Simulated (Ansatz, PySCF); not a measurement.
Ta(S)(F)2(OH) (F2HOSTa), SMILES [OH][Ta]([F])([F])=[S], multiplicity 1.

The structure is a stationary point at PBE0-D3(BJ)/def2-SVP. The spin state was assumed, not searched. The def2 effective core potentials stand for the cores of Ta; spin–orbit coupling is left out. The values are those of a single conformer.

Vertical ionisation energy (IE) and electron affinity (EA) in eV. Rows of orbital energies are one-electron estimates. Where ΔSCF, EOM or ADC give a negative EA the extra electron is unbound and the value depends on the basis.

```
level                                                                   IE    EA
-------------------------------------------------------------------  -----  ----
−ε(HOMO), −ε(LUMO), CAM-B3LYP/def2-TZVP (PySCF)                       9.25  0.73
−ε(HOMO), −ε(LUMO), PBE/def2-TZVP (PySCF)                             6.77  2.61
ΔSCF, PBE0/def2-SVPD (Ansatz), final states of multiplicity 2 and 2      …     …
ΔSCF, PBE/def2-SVPD (Ansatz), final states of multiplicity 2 and 2   10.15  0.04
```

Task: Complete the blanks. (Estimate from the structure and the level; the computed values follow.)

Result: 
- ΔSCF, PBE0/def2-SVPD (Ansatz, a program for electronic structure), final states of multiplicity 2 and 2, IE: 10.27
- ΔSCF, PBE0/def2-SVPD (Ansatz), final states of multiplicity 2 and 2, EA: 0.16

Task: What vertical singlet–triplet gap does ΔSCF give with PBE0/def2-SVPD (Ansatz) and with PBE/def2-SVPD (Ansatz)? (Estimate from the structure and the level; the computed values follow.)

Result: 3.82 and 4.09 eV (triplet above singlet where positive).
